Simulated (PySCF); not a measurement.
C3H6GeO, SMILES C[C]1=C[O][GeH2]1. Atoms are numbered in the order given.

```xyz
11

C     -0.5818     2.4402     0.0000
C      0.0261     1.0809     0.0000
C      1.3207     0.6471     0.0000
O      1.4545    -0.7185     0.0000
Ge    -0.4484    -0.8093     0.0000
H     -1.2219     2.6187    -0.8913
H     -1.2219     2.6187     0.8913
H      0.2072     3.2216     0.0000
H      2.2589     1.2366     0.0000
H     -0.9505    -1.5301    -1.2804
H     -0.9505    -1.5301     1.2804
```

Coordinates come from a PBE-D3(BJ)/def2-SVP optimisation. The structure was generated by enumeration, and PubChem lists no compound with its InChIKey, so it may never have been made.

Vertical ionisation energy (IE) and electron affinity (EA) in eV. Rows of orbital energies are one-electron estimates. Where ΔSCF, EOM or ADC give a negative EA the extra electron is unbound and the value depends on the basis.

```
level                                                 IE          EA
--------------------------------------------  ----------  ----------
−ε(HOMO), −ε(LUMO), M06-2X/def2-TZVP (PySCF)        7.47       -0.20
−ε(HOMO), −ε(LUMO), PBE/def2-TZVP (PySCF)     (withheld)  (withheld)
```

Task: Some entries are withheld; supply them. (Estimate from the structure and the level; the computed values follow.)

Result: 
- −ε(HOMO), −ε(LUMO), PBE/def2-TZVP (PySCF), IE: 5.05
- −ε(HOMO), −ε(LUMO), PBE/def2-TZVP (PySCF), EA: 1.47
